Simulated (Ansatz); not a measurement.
`FC(F)(F)CC(F)(F)F`, 11 atoms. The species carries charge 0 and has multiplicity 1. All runs use 2 threads of an AMD EPYC 7R13 on a shared host and a share of an NVIDIA H100 80 GB. Correlated methods freeze the cores. Open-shell runs search over several starts.

Task: How many basis functions does each run have, and how long does it take in Ansatz? UKS B2PLYP (frozen core)/def2-TZVPP energy of the cation; RHF-MP2/def2-QZVPP energy; UKS ωB97M-V/def2-TZVPP energy of the cation; UKS B3LYP-D4/def2-TZVPP energy of the cation; UKS PBE0-D4/def2-TZVPP energy of the cation; RKS B97M-V/def2-TZVPP energy; direct RPA on PBE orbitals/def2-TZVPP energy; UHF-MP2/def2-QZVPP energy of the cation; UKS r2SCAN-D4/def2-TZVPP energy of the cation; UHF-CCSD(T)/def2-TZVPP energy of the cation; RKS PBE0-D4/def2-TZVP relaxation (4 steps); UKS ωB97X-V/def2-TZVPP energy of the cation. (Estimate.)

Result: The calculation gave: Other jobs shared the machine, so times are rough.

| level | job | functions | wall time | peak host memory (GiB) |
| --- | --- | --- | --- | --- |
| UKS B3LYP-D4/def2-TZVPP | energy of the cation | 307 | 7 s | 0.91 |
| direct RPA on PBE orbitals/def2-TZVPP | energy | 307 | 8.5 s | 1.4 |
| RKS B97M-V/def2-TZVPP | energy | 307 | 10 s | 0.9 |
| UKS PBE0-D4/def2-TZVPP | energy of the cation | 307 | 11 s | 0.9 |
| RHF-MP2/def2-QZVPP | energy | 573 | 11 s | 1.2 |
| RKS PBE0-D4/def2-TZVP | relaxation (4 steps) | 291 | 14 s | 0.92 |
| UKS r2SCAN-D4/def2-TZVPP | energy of the cation | 307 | 16 s | 0.97 |
| UKS B2PLYP (frozen core)/def2-TZVPP | energy of the cation | 307 | 17 s | 1.4 |
| UKS ωB97X-V/def2-TZVPP | energy of the cation | 307 | 18 s | 1.1 |
| UKS ωB97M-V/def2-TZVPP | energy of the cation | 307 | 30 s | 1.1 |
| UHF-MP2/def2-QZVPP | energy of the cation | 573 | 44 s | 1.2 |
| UHF-CCSD(T)/def2-TZVPP | energy of the cation | 307 | 2.4 min | 1.5 |

B3LYP here is the variant with VWN-RPA as its local correlation; programs differ in this.
